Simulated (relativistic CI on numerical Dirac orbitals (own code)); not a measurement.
**Hyperfine structure of Sc XIII, mass number 45**

Method of calculation: Dirac-Coulomb-Breit CI, orbitals from a KLI potential per configuration, model QED (radiative potential, 1s self-energy scaled to tabulated hydrogen-like ionisation energies), unscaled Slater integrals (own radial code, finite nucleus).

CI space (outside the closed core 1s2): 2s2 2p5, 2s 2p6, 2s2 2p4 3s, 2p6 3s, 2s2 2p4 3p, 2p6 3p, 2p6 3d, 2s2 2p4 3d, 2s 2p5 3s, 2s 2p5 3p, 2s 2p5 3d, 2s2 2p4 4s, 2s2 2p4 4p, 2s2 2p4 4d, 2s2 2p4 4f, 2s2 2p3 3s2. Levels of other configurations are missing.

Nuclear spin I = 7/2, μ = 4.754 μN, Q = -0.22 b (tables of Stone and Pyykkö). The electronic factors are computed for point nuclear moments, without core polarisation or the Bohr-Weisskopf and QED corrections.

```
            Level   E (Ry)  A (GHz)  B (GHz)
  2s2 2p5 2P°_3/2   0.0000    16.88      4.9
  2s2 2p5 2P°_1/2   0.3447    84.88         
    2s 2p6 2S_1/2   7.0718    289.2         
2s2 2p4 3s 4P_5/2  31.9447    27.38    -4.78
2s2 2p4 3s 4P_3/2  32.1071    6.976     1.57
2s2 2p4 3s 4P_1/2  32.2485    17.25         
2s2 2p4 3s 2P_3/2  32.3342    21.71    -2.04
2s2 2p4 3s 2P_1/2  32.5147    25.65
```

Levels with J = 0, under 50 % of one LS term, or S terms without an open s electron are left out. Small factors come from cancelling terms and can be off by tens of per cent or more.

At this charge energies of transitions that change n are usually good to better than 1 %, and those within a shell (Δn = 0) to a few per cent.

(1) Give the hyperfine levels of 2s2 2p5 2P°_1/2 relative to its centre of gravity.

## Answers

(1) With K = F(F + 1) − I(I + 1) − J(J + 1), E = AK/2: F = 3: -191, F = 4: 148.5 GHz.

LS names give the leading component of a level, which can be under half, so a name can repeat, a term be missing and a line seem to break the LS rules.
